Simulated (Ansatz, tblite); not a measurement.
Clusters of 3 atoms, alloy: vertical EA (eV) at several levels, gas phase, relaxed structures; Ansatz, xTB through tblite. Clusters are the lowest isomers that short searches found in that spin, judged at the geometry's level. Core potentials for Ag, Au, Bi, Pt, Sn in the def2 sets, no spin–orbit coupling. Raw xTB energies of ions are shifted by several eV. Singlets are spin-restricted. The spins of the ions were chosen, not always searched. A dash marks a value that wasn't run or was left out as unsound. The structures are stationary points that may keep the symmetry of their start. Remarks come from the PBE and PBE0 runs and from stability tests at other levels; not every state was tested. A HOMO above zero means that the electron is unbound at that level and held by the basis, or that self-interaction error raises the level; the energy of removing that electron tells which.

```csv
species,state,geometry,GFN2-xTB,PBE-D4/def2-TZVPD,r2SCAN-D4/def2-TZVPD,PBE0-D4/def2-TZVPD,remarks
Ag2Au,doublet to triplet,r2SCAN-D4/def2-TZVP,4.88,1.53,1.59,1.39,HOMO above zero (-1 triplet)
PtAu2,singlet to doublet,B3LYP-D4/def2-TZVP,4.35,2.00,2.01,1.80,"restricted, untested, HOMO above zero (-1 doublet)"
Al2Cu,doublet to triplet,PBE0-D4/def2-TZVP,3.06,1.42,1.49,1.48,HOMO above zero (-1 triplet)
Ag2Sn,singlet to doublet,B3LYP-D4/def2-TZVP,5.72,1.62,1.70,1.56,HOMO above zero (-1 doublet)
SnBi2,singlet to doublet,PBE0-D4/def2-SVP,3.69,1.49,1.68,1.60,HOMO above zero (-1 doublet)
```

Task: Estimate the rows for AgSn2 (doublet to singlet, PBE-D4/def2-TZVP geometry); Mg2Al (doublet to triplet, r2SCAN-D4/def2-TZVP geometry).

Result: 
```
species               state             geometry  GFN2-xTB  PBE-D4/def2-TZVPD  r2SCAN-D4/def2-TZVPD  PBE0-D4/def2-TZVPD                       remarks
  AgSn2  doublet to singlet     PBE-D4/def2-TZVP      6.01               1.86                  1.82                1.78  HOMO above zero (-1 singlet)
  Mg2Al  doublet to triplet  r2SCAN-D4/def2-TZVP         –               1.08                  1.19                1.11  HOMO above zero (-1 triplet)
```

Over the 6 species that have every level, the mean is 4.62 at GFN2-xTB, 1.65 at PBE-D4/def2-TZVPD, 1.71 at r2SCAN-D4/def2-TZVPD, 1.60 at PBE0-D4/def2-TZVPD.
